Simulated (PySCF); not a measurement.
C4H9InO, singlet, at a GFN2-xTB geometry (such geometries of metal compounds can be far from the true shape) (all electrons, no relativity); CASSCF(6,5)/STO-3G (PySCF).

Here is a job for PySCF.
```python
from pyscf import gto, scf, mcscf
import numpy

mol = gto.M(
    atom='''
In    0.010147   -0.010616    0.153980
C     0.640593    0.637630   -1.923113
C     0.946427    2.122408   -1.908545
H    -0.162184    0.391714   -2.619315
H     1.522536    0.050147   -2.182849
H     1.682564    2.349843   -1.137277
H     0.046448    2.699969   -1.694109
H     1.342797    2.446188   -2.873268
C    -1.031381   -1.766387    1.099357
C    -1.458132   -2.816990    0.426197
H    -1.168344   -1.713644    2.177239
H    -1.953792   -3.653390    0.908329
H    -1.339101   -2.903975   -0.644019
O     0.569028    1.326177    1.492156
H     0.394606    1.183923    2.419611
''',
    basis='sto-3g',
    charge=0,
    spin=0,
    verbose=4,
)

mf = scf.RHF(mol)
mf.kernel()
mc = mcscf.CASSCF(mf, 5, 6)
mc.fix_spin_(ss=0.0)
mc.kernel()
occ = numpy.linalg.eigvalsh(mc.fcisolver.make_rdm1(mc.ci, mc.ncas, mc.nelecas))[::-1]
ss = mc.fcisolver.spin_square(mc.ci, mc.ncas, mc.nelecas)[0]
print('natural occupations', occ.round(4), ' <S^2>', round(ss, 4))
```

Q: What does PySCF print? Leave out banner, timings and long lists.

A: 
```
PySCF version 2.14.0

[INPUT] verbose = 4
[INPUT] num. atoms = 15
[INPUT] num. electrons = 90
[INPUT] charge = 0
[INPUT] spin (= nelec alpha-beta = 2S) = 0
[INPUT] symmetry False subgroup None
[INPUT] Mole.unit = angstrom
[INPUT] Symbol           X                Y                Z      unit          X                Y                Z       unit  Magmom
[...]
nuclear repulsion = 551.138790305055
number of shells = 35
number of NR pGTOs = 183
number of NR cGTOs = 61
basis = sto-3g
ecp = {}

******** <class 'pyscf.scf.hf.RHF'> ********
method = RHF
initial guess = minao
damping factor = 0
level_shift factor = 0
DIIS = <class 'pyscf.scf.diis.CDIIS'>
diis_start_cycle = 1
diis_space = 8
diis_damp = 0
SCF conv_tol = 1e-09
SCF conv_tol_grad = None
SCF max_cycles = 50
direct_scf = True
direct_scf_tol = 1e-13
Set gradient conv threshold to 3.16228e-05
Initial guess from minao.
init E= -5896.48428092882
[...]
cycle= 1 E= -5911.28784387461  delta_E= -14.8  |g|= 0.71  |ddm|= 4.57
[...]
cycle= 2 E= -5911.51546565979  delta_E= -0.228  |g|= 0.25  |ddm|= 1.52
[...]
cycle= 3 E= -5911.53815380153  delta_E= -0.0227  |g|= 0.0601  |ddm|= 0.418
[...]
cycle= 4 E= -5911.54019336326  delta_E= -0.00204  |g|= 0.0166  |ddm|= 0.129
[...]
cycle= 5 E= -5911.54033704314  delta_E= -0.000144  |g|= 0.00558  |ddm|= 0.0359
[...]
cycle= 6 E= -5911.54036272818  delta_E= -2.57e-05  |g|= 0.00253  |ddm|= 0.0138
[...]
cycle= 7 E= -5911.54036746511  delta_E= -4.74e-06  |g|= 0.000499  |ddm|= 0.0076
[...]
cycle= 8 E= -5911.54036774683  delta_E= -2.82e-07  |g|= 0.000126  |ddm|= 0.00199
[...]
cycle= 9 E= -5911.54036776567  delta_E= -1.88e-08  |g|= 3.1e-05  |ddm|= 0.00053
[...]
cycle= 10 E= -5911.54036776674  delta_E= -1.07e-09  |g|= 1.03e-05  |ddm|= 0.000126
[...]
cycle= 11 E= -5911.54036776676  delta_E= -1.73e-11  |g|= 2.98e-06  |ddm|= 3.2e-05
[...]
Extra cycle  E= -5911.54036776684  delta_E= -8.28e-11  |g|= 1.32e-06  |ddm|= 6.62e-06
converged SCF energy = -5911.54036776684

******** <class 'pyscf.mcscf.mc1step.CASSCF'> ********
CAS (3e+3e, 5o), ncore = 42, nvir = 14
max_cycle_macro = 50
max_cycle_micro = 4
conv_tol = 1e-07
conv_tol_grad = None
orbital rotation max_stepsize = 0.02
orbital rotation threshold for CI restart = 0.01
augmented hessian ah_max_cycle = 30
augmented hessian ah_conv_tol = 1e-12
augmented hessian ah_linear dependence = 1e-14
augmented hessian ah_level shift = 1e-08
augmented hessian ah_start_tol = 2.5
augmented hessian ah_start_cycle = 3
augmented hessian ah_grad_trust_region = 3
kf_trust_region = 3
kf_interval = 4
ci_response_space = 4
ci_grad_trust_region = 3
with_dep4 0
natorb = False
canonicalization = True
sorting_mo_energy = False
ao2mo_level = 2
internal_rotation = False
******** <class 'pyscf.fci.addons.SpinPenaltyFCISolver'> ********
max. cycles = 50
conv_tol = 1e-08
davidson only = True
linear dependence = 1e-12
level shift = 0.001
max iter space = 12
nroots = 1
pspace_size = 400
spin = None
CASCI E = -5911.54743796974  S^2 = 0.0000000
Set conv_tol_grad to 0.000316228
macro iter   1 ( 21 JK    4 micro), CASSCF E = -5911.55476718072  dE = -7.32921098e-03  S^2 = 0.0000000
               |grad[o]|=0.0177  |grad[c]|=0.0188  |ddm|=0.0352  |maxRot[o]|=  0.3
macro iter   2 ( 21 JK    4 micro), CASSCF E = -5911.55679298049  dE = -2.02579978e-03  S^2 = 0.0000000
               |grad[o]|=0.0152  |grad[c]|=0.00376  |ddm|=0.016  |maxRot[o]|= 0.13
macro iter   3 ( 21 JK    4 micro), CASSCF E = -5911.55778438488  dE = -9.91404389e-04  S^2 = 0.0000000
               |grad[o]|=0.0103  |grad[c]|=0.00352  |ddm|=0.0126  |maxRot[o]|=0.135
macro iter   4 ( 21 JK    4 micro), CASSCF E = -5911.55832253921  dE = -5.38154325e-04  S^2 = 0.0000000
               |grad[o]|=0.0069  |grad[c]|=0.00363  |ddm|=0.0165  |maxRot[o]|=0.145
macro iter   5 ( 21 JK    4 micro), CASSCF E = -5911.55905763211  dE = -7.35092905e-04  S^2 = 0.0000000
               |grad[o]|=0.00495  |grad[c]|=0.0377  |ddm|=0.0783  |maxRot[o]|=0.212
[...]
macro iter   9 ( 21 JK    4 micro), CASSCF E = -5911.57483349777  dE = -2.01294600e-03  S^2 = 0.0000000
               |grad[o]|=0.0125  |grad[c]|=0.0202  |ddm|=0.0103  |maxRot[o]|=0.0983
macro iter  10 ( 17 JK    4 micro), CASSCF E = -5911.57600525781  dE = -1.17176004e-03  S^2 = 0.0000000
               |grad[o]|=0.00964  |grad[c]|=0.0197  |ddm|=0.00484  |maxRot[o]|=0.0601
macro iter  11 ( 17 JK    4 micro), CASSCF E = -5911.57651307012  dE = -5.07812310e-04  S^2 = 0.0000000
               |grad[o]|=0.00631  |grad[c]|=0.0234  |ddm|=0.00379  |maxRot[o]|=0.0672
macro iter  12 ( 21 JK    4 micro), CASSCF E = -5911.57640984300  dE =  1.03227115e-04  S^2 = 0.0000000
               |grad[o]|=0.00418  |grad[c]|=0.0678  |ddm|=0.00731  |maxRot[o]|=0.217
macro iter  13 ( 21 JK    4 micro), CASSCF E = -5911.57668534785  dE = -2.75504845e-04  S^2 = 0.0000000
               |grad[o]|=0.0105  |grad[c]|=0.00912  |ddm|=0.00202  |maxRot[o]|=0.0807
macro iter  14 ( 21 JK    4 micro), CASSCF E = -5911.57685763562  dE = -1.72287776e-04  S^2 = 0.0000000
               |grad[o]|=0.00716  |grad[c]|=0.0259  |ddm|=0.00229  |maxRot[o]|=0.174
macro iter  15 ( 21 JK    4 micro), CASSCF E = -5911.57692812434  dE = -7.04887170e-05  S^2 = 0.0000000
               |grad[o]|=0.00563  |grad[c]|=0.0333  |ddm|=0.00352  |maxRot[o]|=0.118
macro iter  16 ( 21 JK    4 micro), CASSCF E = -5911.57702679531  dE = -9.86709665e-05  S^2 = 0.0000000
               |grad[o]|=0.00495  |grad[c]|=0.00695  |ddm|=0.0014  |maxRot[o]|=0.0318
macro iter  17 ( 17 JK    4 micro), CASSCF E = -5911.57708004442  dE = -5.32491104e-05  S^2 = 0.0000000
               |grad[o]|=0.00171  |grad[c]|=0.00872  |ddm|=0.000985  |maxRot[o]|=0.0574
macro iter  18 (  7 JK    2 micro), CASSCF E = -5911.57709825182  dE = -1.82073982e-05  S^2 = 0.0000000
               |grad[o]|=0.000742  |grad[c]|=0.00572  |ddm|=0.000918  |maxRot[o]|=0.0588
macro iter  19 ( 21 JK    4 micro), CASSCF E = -5911.57708869389  dE =  9.55792984e-06  S^2 = 0.0000000
               |grad[o]|=0.000377  |grad[c]|=0.00474  |ddm|=0.000283  |maxRot[o]|=0.0372
macro iter  20 ( 21 JK    4 micro), CASSCF E = -5911.57709163621  dE = -2.94232632e-06  S^2 = 0.0000000
               |grad[o]|=0.000755  |grad[c]|=0.000848  |ddm|=0.000174  |maxRot[o]|=0.0158
macro iter  21 (  7 JK    2 micro), CASSCF E = -5911.57709892601  dE = -7.28979467e-06  S^2 = 0.0000000
               |grad[o]|=0.000304  |grad[c]|=0.00233  |ddm|=0.000419  |maxRot[o]|=0.0358
macro iter  22 ( 21 JK    4 micro), CASSCF E = -5911.57707043891  dE =  2.84870921e-05  S^2 = 0.0000000
               |grad[o]|=0.000167  |grad[c]|=0.00613  |ddm|=0.000273  |maxRot[o]|=0.0809
macro iter  23 ( 21 JK    4 micro), CASSCF E = -5911.57707935187  dE = -8.91296077e-06  S^2 = 0.0000000
               |grad[o]|=0.000797  |grad[c]|=0.00394  |ddm|=0.000696  |maxRot[o]|=0.0588
macro iter  24 ( 21 JK    4 micro), CASSCF E = -5911.57709093753  dE = -1.15856519e-05  S^2 = 0.0000000
               |grad[o]|=0.000933  |grad[c]|=0.00233  |ddm|=0.000353  |maxRot[o]|=0.0163
macro iter  25 (  7 JK    2 micro), CASSCF E = -5911.57709913485  dE = -8.19731849e-06  S^2 = 0.0000000
               |grad[o]|=0.000352  |grad[c]|=0.00324  |ddm|=0.000551  |maxRot[o]|=0.0438
macro iter  26 (  6 JK    1 micro), CASSCF E = -5911.57709964231  dE = -5.07467121e-07  S^2 = 0.0000000
               |grad[o]|=0.000143  |grad[c]|=0.000488  |ddm|=6.12e-05  |maxRot[o]|=0.0115
macro iter  27 (  4 JK    1 micro), CASSCF E = -5911.57709967578  dE = -3.34639481e-08  S^2 = 0.0000000
               |grad[o]|=0.000106  |grad[c]|=9.68e-05  |ddm|=1.21e-05  |maxRot[o]|=0.00194
1-step CASSCF converged in  27 macro (481 JK  96 micro) steps
CASSCF canonicalization
Density matrix diagonal elements [1.97816575 1.97476918 1.98736148 0.02399556 0.03570803]
CASSCF energy = -5911.57709967578
CASCI E = -5911.57709967578  E(CI) = -9.63199332690147  S^2 = 0.0000000
natural occupations [1.9992 1.9776 1.9645 0.0353 0.0234]  <S^2> 0.0
```
